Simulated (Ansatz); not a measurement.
`C#C[O][AlH][CH3]`, relaxed with RKS PBE0-D4/def2-TZVP in Ansatz 0.2.0 from a PBE-D4/def2-SVP geometry. The force threshold is 0.005 eV/Å; the program also tests the step.

Charge 0, multiplicity 1.

Start:

```xyz
10

C    -2.370   -0.923   -1.306
C    -1.208   -0.546   -1.401
O     0.015   -0.151   -1.531
Al    1.275    0.380   -0.420
C     0.850    0.433    1.481
H    -3.393   -1.256   -1.231
H     2.607    0.746   -1.199
H     0.505   -0.563    1.829
H     0.011    1.137    1.670
H     1.709    0.744    2.108
```

```
step  energy (eV)  largest force (eV/Å)  largest move (Å)
   1  -11828.5309                 1.425             0.000
   2  -11828.5944                 0.375             0.050
   3  -11828.6009                 0.092             0.023
   4  -11828.6013                 0.036             0.009
   5  -11828.6018                 0.039             0.030
   6  -11828.6021                 0.022             0.045
   7  -11828.6021                 0.011             0.013
   8  -11828.6021                 0.004             0.006
```

End:

```xyz
10

C    -2.300   -0.893   -1.232
C    -1.164   -0.529   -1.383
O     0.044   -0.145   -1.565
Al    1.255    0.372   -0.441
C     0.800    0.412    1.438
H    -3.304   -1.215   -1.111
H     2.602    0.748   -1.162
H     0.456   -0.571    1.772
H    -0.028    1.106    1.617
H     1.639    0.715    2.067
```

It took 43 s on 2 threads of an Arm Neoverse V1 on a shared host, with 0.44 GiB of host memory at the peak.
